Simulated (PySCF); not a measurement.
PySCF input file for C4H9O, SMILES CC(C)(C)[O], multiplicity 2, TDA-LC-ωPBE/def2-SVPD. Coordinates come from a PBE0-D3(BJ)/def2-SVP optimisation. The isomer is the one that the SMILES or the coordinates give; other isomers of the formula were not compared.

```python
import numpy as np
from pyscf import gto, scf, dft, tdscf

mol = gto.M(
    atom='''
    C    -0.57971893   -1.37490078    0.00000037
    C     0.08189410    0.02369740   -0.00000001
    C    -0.31037746    0.78875619   -1.26786579
    C    -0.31037747    0.78875687    1.26786535
    O     1.42029945   -0.26738706    0.00000008
    H    -1.67208571   -1.24485976    0.00000033
    H    -0.28428284   -1.94038599    0.89452820
    H    -0.28428283   -1.94038646   -0.89452717
    H    -1.39495061    0.97227193   -1.30515714
    H     0.20309770    1.76159205   -1.29506044
    H    -0.01327988    0.21957004   -2.16038092
    H    -0.01327992    0.21957121    2.16038080
    H    -1.39495062    0.97227263    1.30515661
    H     0.20309768    1.76159274    1.29505949
    ''',
    basis='def2-SVPD',
    charge=0,
    spin=1,
    max_memory=1600,
    verbose=4,
)
mf = dft.UKS(mol, xc='lc_wpbe').density_fit(auxbasis='def2-universal-jkfit')
mf.grids.level = 3
mf.conv_tol = 1e-9
mf.max_cycle = 100
mf.kernel()
fine, coarse = mf.grids, dft.Grids(mol).set(level=1).build(with_non0tab=True)
for _ in range(3):  # follow internal instabilities
    mf.grids = coarse
    mo, _, stable, _ = mf.stability(return_status=True, nroots=4)
    mf.grids = fine
    if stable:
        break
    mf.kernel(mf.make_rdm1(mo, mf.mo_occ))
mf.grids = dft.Grids(mol).set(level=1).build(with_non0tab=True)  # coarser grid for the response kernel
td = tdscf.TDA(mf)
td.nstates = 10
td.conv_tol = 1e-4
td.positive_eig_threshold = 1e-6
td.kernel(x0=td.get_init_guess(mf, 15))
td.analyze()
```

Log of the run:

```
PySCF version 2.14.0

[INPUT] verbose = 4
[INPUT] num. atoms = 14
[INPUT] num. electrons = 41
[INPUT] charge = 0
[INPUT] spin (= nelec alpha-beta = 2S) = 1
[INPUT] symmetry False subgroup None
[INPUT] Mole.unit = angstrom
[INPUT] Symbol           X                Y                Z      unit          X                Y                Z       unit  Magmom
[INPUT]  1 C     -0.579718930000  -1.374900780000   0.000000370000 AA   -1.095510006926  -2.598185922651   0.000000699199 Bohr   0.0
[INPUT]  2 C      0.081894100000   0.023697400000  -0.000000010000 AA    0.154757420218   0.044781595864  -0.000000018897 Bohr   0.0
[INPUT]  3 C     -0.310377460000   0.788756190000  -1.267865790000 AA   -0.586528394638   1.490533178155  -2.395919105805 Bohr   0.0
[INPUT]  4 C     -0.310377470000   0.788756870000   1.267865350000 AA   -0.586528413535   1.490534463169   2.395918274326 Bohr   0.0
[INPUT]  5 O      1.420299450000  -0.267387060000   0.000000080000 AA    2.683976975370  -0.505288312653   0.000000151178 Bohr   0.0
[INPUT]  6 H     -1.672085710000  -1.244859760000   0.000000330000 AA   -3.159784048699  -2.352444009892   0.000000623610 Bohr   0.0
[INPUT]  7 H     -0.284282840000  -1.940385990000   0.894528200000 AA   -0.537216709514  -3.666798097043   1.690413308700 Bohr   0.0
[INPUT]  8 H     -0.284282830000  -1.940386460000  -0.894527170000 AA   -0.537216690616  -3.666798985214  -1.690411362282 Bohr   0.0
[INPUT]  9 H     -1.394950610000   0.972271930000  -1.305157140000 AA   -2.636074610195   1.837327666302  -2.466389544121 Bohr   0.0
[INPUT] 10 H      0.203097700000   1.761592050000  -1.295060440000 AA    0.383799029529   3.328926517711  -2.447309546359 Bohr   0.0
[INPUT] 11 H     -0.013279880000   0.219570040000  -2.160380920000 AA   -0.025095336167   0.414927240760  -4.082528263536 Bohr   0.0
[INPUT] 12 H     -0.013279920000   0.219571210000   2.160380800000 AA   -0.025095411756   0.414929451739   4.082528036769 Bohr   0.0
[INPUT] 13 H     -1.394950620000   0.972272630000   1.305156610000 AA   -2.636074629092   1.837328989111   2.466388542566 Bohr   0.0
[INPUT] 14 H      0.203097680000   1.761592740000   1.295059490000 AA    0.383798991735   3.328927821622   2.447307751119 Bohr   0.0

nuclear repulsion = 189.474957396502
number of shells = 77
number of NR pGTOs = 243
number of NR cGTOs = 175
basis = def2-SVPD
ecp = {}


[settings echo left out]
init E= -233.086271569012
  alpha nocc = 21  HOMO = -0.322897558146985  LUMO = 0.0513352238823166
  beta  nocc = 20  HOMO = -0.336734402506024  LUMO = -0.322897558146986

WARN: HOMO -0.322897558146985 >= LUMO -0.322897558146986

cycle= 1 E= -232.511478749301  delta_E= 0.575  |g|= 0.588  |ddm|= 3.99
  alpha nocc = 21  HOMO = -0.166428601532678  LUMO = 0.0647634082757462
  beta  nocc = 20  HOMO = -0.158776300850774  LUMO = 0.0140207301090807
  HOMO = -0.158776300851  LUMO = 0.0140207301091  gap/eV = 4.70205
cycle= 2 E= -232.422171877684  delta_E= 0.0893  |g|= 0.851  |ddm|=  1.5
  alpha nocc = 21  HOMO = -0.36113547480169  LUMO = 0.0810932538756539
  beta  nocc = 20  HOMO = -0.34936896197146  LUMO = -0.0823003235840867
  HOMO = -0.349368961971  LUMO = -0.0823003235841  gap/eV = 7.26731
cycle= 3 E= -232.697631727701  delta_E= -0.275  |g|= 0.0842  |ddm|= 0.98
  alpha nocc = 21  HOMO = -0.384068094051485  LUMO = 0.084360494307878
  beta  nocc = 20  HOMO = -0.369260262268702  LUMO = -0.047070434599183
  HOMO = -0.369260262269  LUMO = -0.0470704345992  gap/eV = 8.76723
cycle= 4 E= -232.70700701532  delta_E= -0.00938  |g|= 0.0428  |ddm|= 0.259
  alpha nocc = 21  HOMO = -0.392464499502297  LUMO = 0.0859250314992712
  beta  nocc = 20  HOMO = -0.37648444695024  LUMO = -0.0382643098739655
  HOMO = -0.37648444695  LUMO = -0.038264309874  gap/eV = 9.20344
cycle= 5 E= -232.71029613149  delta_E= -0.00329  |g|= 0.0193  |ddm|= 0.149
  alpha nocc = 21  HOMO = -0.397255364649347  LUMO = 0.0858096771472723
  beta  nocc = 20  HOMO = -0.380143970712981  LUMO = -0.0321600782898877
  HOMO = -0.380143970713  LUMO = -0.0321600782899  gap/eV = 9.46912
cycle= 6 E= -232.711487192588  delta_E= -0.00119  |g|= 0.00604  |ddm|= 0.0997
  alpha nocc = 21  HOMO = -0.398497074518752  LUMO = 0.0858204193533973
  beta  nocc = 20  HOMO = -0.381241641476339  LUMO = -0.0340786501512382
  HOMO = -0.381241641476  LUMO = -0.0340786501512  gap/eV = 9.44679
cycle= 7 E= -232.7115840667  delta_E= -9.69e-05  |g|= 0.00201  |ddm|= 0.0309
  alpha nocc = 21  HOMO = -0.398490299701126  LUMO = 0.08588722720688
  beta  nocc = 20  HOMO = -0.381224027651723  LUMO = -0.0338104779206709
  HOMO = -0.381224027652  LUMO = -0.0338104779207  gap/eV = 9.45360
cycle= 8 E= -232.71159168761  delta_E= -7.62e-06  |g|= 0.00096  |ddm|= 0.00927
  alpha nocc = 21  HOMO = -0.398795435395258  LUMO = 0.0858666065705536
  beta  nocc = 20  HOMO = -0.381533623828763  LUMO = -0.0339148703227075
  HOMO = -0.381533623829  LUMO = -0.0339148703227  gap/eV = 9.45919
cycle= 9 E= -232.711593265616  delta_E= -1.58e-06  |g|= 0.000454  |ddm|= 0.00302
  alpha nocc = 21  HOMO = -0.3987628510727  LUMO = 0.0858773046266452
  beta  nocc = 20  HOMO = -0.381507194815581  LUMO = -0.0338087090549446
  HOMO = -0.381507194816  LUMO = -0.0338087090549  gap/eV = 9.46136
cycle= 10 E= -232.711593942544  delta_E= -6.77e-07  |g|= 0.00022  |ddm|= 0.00224
  alpha nocc = 21  HOMO = -0.398730275579283  LUMO = 0.0858733318440268
  beta  nocc = 20  HOMO = -0.381476619943585  LUMO = -0.0338818143944168
  HOMO = -0.381476619944  LUMO = -0.0338818143944  gap/eV = 9.45854
cycle= 11 E= -232.711594116917  delta_E= -1.74e-07  |g|= 0.00011  |ddm|= 0.00119
  alpha nocc = 21  HOMO = -0.398753964639609  LUMO = 0.0858749192959016
  beta  nocc = 20  HOMO = -0.381498242808436  LUMO = -0.0338413551084846
  HOMO = -0.381498242808  LUMO = -0.0338413551085  gap/eV = 9.46023
cycle= 12 E= -232.711594142255  delta_E= -2.53e-08  |g|= 4.73e-05  |ddm|= 0.000468
  alpha nocc = 21  HOMO = -0.398751314751075  LUMO = 0.0858744502733524
  beta  nocc = 20  HOMO = -0.381494272887818  LUMO = -0.0338515361944758
  HOMO = -0.381494272888  LUMO = -0.0338515361945  gap/eV = 9.45984
cycle= 13 E= -232.711594148447  delta_E= -6.19e-09  |g|= 1.19e-05  |ddm|= 0.000256
  alpha nocc = 21  HOMO = -0.398750779441055  LUMO = 0.085874315724999
  beta  nocc = 20  HOMO = -0.381493199156173  LUMO = -0.0338500020488475
  HOMO = -0.381493199156  LUMO = -0.0338500020488  gap/eV = 9.45985
cycle= 14 E= -232.711594148871  delta_E= -4.24e-10  |g|= 3.2e-06  |ddm|= 7.5e-05
  alpha nocc = 21  HOMO = -0.398751310477928  LUMO = 0.0858744139799761
  beta  nocc = 20  HOMO = -0.381493741135052  LUMO = -0.0338503794948619
  HOMO = -0.381493741135  LUMO = -0.0338503794949  gap/eV = 9.45986
Extra cycle  E= -232.711594148886  delta_E= -1.52e-11  |g|= 1.85e-06  |ddm|= 1.19e-05
converged SCF energy = -232.711594148886  <S^2> = 0.75359179  2S+1 = 2.0035886
tot grids = 48152
uhf_internal: lowest eigs of H = [0.01338203 0.28532532 0.3871876  0.41013101]
<class 'pyscf.df.df_jk.DFUKS'> wavefunction is stable in the internal stability analysis
tot grids = 48152
Overwritten attributes  positive_eig_threshold  of <class 'pyscf.tdscf.uks.TDA'>


******** <class 'pyscf.tdscf.uks.TDA'> for <class 'pyscf.df.df_jk.DFUKS'> ********
nstates = 10
deg_eia_thresh = 1.000e-03
wfnsym = None
conv_tol = 0.0001
eigh lindep = 1e-12
eigh level_shift = 0
eigh max_cycle = 100


Excitation energies (eV)
[0.47519265 4.17950569 5.57114209 5.64043626 6.83803186 7.66090092
 7.84187623 8.14752763 8.6028322  8.71149467]

** Excitation energies and oscillator strengths **
Excited State   1:      0.47519 eV   2609.14 nm  f=0.0001
      11b ->   21b      0.12773
      14b ->   21b     -0.13594
      18b ->   21b     -0.18197
      20b ->   21b      0.95473
Excited State   2:      4.17951 eV    296.65 nm  f=0.0003
      10b ->   21b     -0.19123
      12b ->   21b     -0.36839
      17b ->   21b     -0.86515
      19b ->   21b     -0.23509
Excited State   3:      5.57114 eV    222.55 nm  f=0.0269
      13b ->   21b      0.16809
      17b ->   21b      0.24337
      19b ->   21b     -0.93771
Excited State   4:      5.64044 eV    219.81 nm  f=0.0025
      11b ->   21b     -0.18685
      14b ->   21b      0.25665
      16b ->   21b      0.15515
      18b ->   21b      0.89594
      20b ->   21b      0.24000
Excited State   5:      6.83803 eV    181.32 nm  f=0.0003
      16b ->   21b      0.97381
      18b ->   21b     -0.16809
Excited State   6:      7.66090 eV    161.84 nm  f=0.0379
      12b ->   21b      0.16342
      15b ->   21b     -0.96619
Excited State   7:      7.84188 eV    158.11 nm  f=0.0016
      14b ->   21b      0.93989
      16b ->   21b     -0.12547
      18b ->   21b     -0.28201
Excited State   8:      8.14753 eV    152.17 nm  f=0.0123
      21a ->   22a     -0.16896
      20b ->   22b      0.84766
      20b ->   25b     -0.40338
      20b ->   29b     -0.14203
Excited State   9:      8.60283 eV    144.12 nm  f=0.0294
      21a ->   22a     -0.86289
      21a ->   25a      0.35684
      21a ->   29a      0.14765
      20b ->   22b     -0.20051
Excited State  10:      8.71149 eV    142.32 nm  f=0.0163
      10b ->   21b      0.16252
      12b ->   21b      0.76916
      13b ->   21b      0.40494
      15b ->   21b      0.19164
      17b ->   21b     -0.38653

** Transition electric dipole moments (AU) **
state          X           Y           Z        Dip. S.      Osc.
  1        -0.0000      0.0000      0.1026      0.0105      0.0001
  2         0.0559      0.0043     -0.0000      0.0031      0.0003
  3         0.4406      0.0512     -0.0000      0.1968      0.0269
  4         0.0000      0.0000      0.1347      0.0181      0.0025
  5         0.0000      0.0000      0.0415      0.0017      0.0003
  6         0.4252      0.1448     -0.0000      0.2018      0.0379
  7         0.0000      0.0000      0.0906      0.0082      0.0016
  8         0.0000     -0.0000     -0.2485      0.0617      0.0123
  9        -0.0000      0.0000      0.3733      0.1394      0.0294
 10         0.1567      0.2274     -0.0000      0.0763      0.0163

** Transition velocity dipole moments (imaginary part, AU) **
state          X           Y           Z        Dip. S.      Osc.
  1        -0.0000      0.0000      0.0042      0.0000      0.0007
  2        -0.0050      0.0229     -0.0000      0.0005      0.0024
  3        -0.0112      0.0120     -0.0000      0.0003      0.0009
  4        -0.0000      0.0000      0.0081      0.0001      0.0002
  5        -0.0000     -0.0000     -0.0194      0.0004      0.0010
  6         0.0565      0.0121     -0.0000      0.0033      0.0079
  7         0.0000      0.0000      0.0040      0.0000      0.0000
  8         0.0000     -0.0000     -0.0769      0.0059      0.0132
  9        -0.0000      0.0000      0.1235      0.0153      0.0322
 10         0.0183      0.0322     -0.0000      0.0014      0.0029

** Transition magnetic dipole moments (imaginary part, AU) **
state          X           Y           Z
  1         0.8788     -0.2060      0.0000
  2        -0.0000      0.0000      0.8520
  3        -0.0000     -0.0000     -0.2488
  4         0.0398      0.1182     -0.0000
  5        -0.0084     -0.1599      0.0000
  6         0.0000     -0.0000     -0.1701
  7        -0.1383      0.0727     -0.0000
  8        -0.0546     -0.4085      0.0000
  9         0.0675      0.5955     -0.0000
 10        -0.0000     -0.0000     -0.5285
```

The run converged.

Cost: roughly 6 core-minutes.
